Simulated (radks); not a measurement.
Q: Au4+, configuration [Xe] 4f14 5d7. All-electron calculation, Dirac Kohn-Sham, PBE, spin-unpolarised, spherical densities, point nucleus; open shells are shared between the two j in proportion to 2j + 1. Program: a radial shooting solver on a logarithmic mesh with Libxc functionals. Some entries of the table are withheld. Estimate them.

orbital  occ.  eigenvalue (hartree)  <1/r> (bohr^-1)
1s1/2       2             -2966.025            95.84
2s1/2       2             -524.4988              (1)
2p1/2       2             -502.9592            23.49
2p3/2       4             -435.4906            19.14
3s1/2       2             -125.2679            8.641
3p1/2       2             -115.6027              (2)
3p3/2       4             -100.7134              (3)
3d3/2       4                   (4)            7.314
3d5/2       6                   (5)            7.055
4s1/2       2             -28.70936            3.655
4p1/2       2             -24.58953              (6)
4p3/2       4             -21.01875              (7)
4d3/2       4                   (8)            2.948
4d5/2       6                   (9)            2.857
5s1/2       2              -5.88715            1.487
4f5/2       6              -4.99202            2.483
4f7/2       8              -4.85171            2.447
5p1/2       2              -4.53991             (10)
5p3/2       4              -3.91492             (11)
5d3/2     2.8              -2.06308           0.9552
5d5/2     4.2              -1.98967           0.9257

A: 
(1) 2s1/2 <1/r> (bohr^-1): 23.55
(2) 3p1/2 <1/r> (bohr^-1): 8.550
(3) 3p3/2 <1/r> (bohr^-1): 7.416
(4) 3d3/2 eigenvalue (hartree): -84.70419
(5) 3d5/2 eigenvalue (hartree): -81.50478
(6) 4p1/2 <1/r> (bohr^-1): 3.544
(7) 4p3/2 <1/r> (bohr^-1): 3.151
(8) 4d3/2 eigenvalue (hartree): -14.28829
(9) 4d5/2 eigenvalue (hartree): -13.62333
(10) 5p1/2 <1/r> (bohr^-1): 1.365
(11) 5p3/2 <1/r> (bohr^-1): 1.226
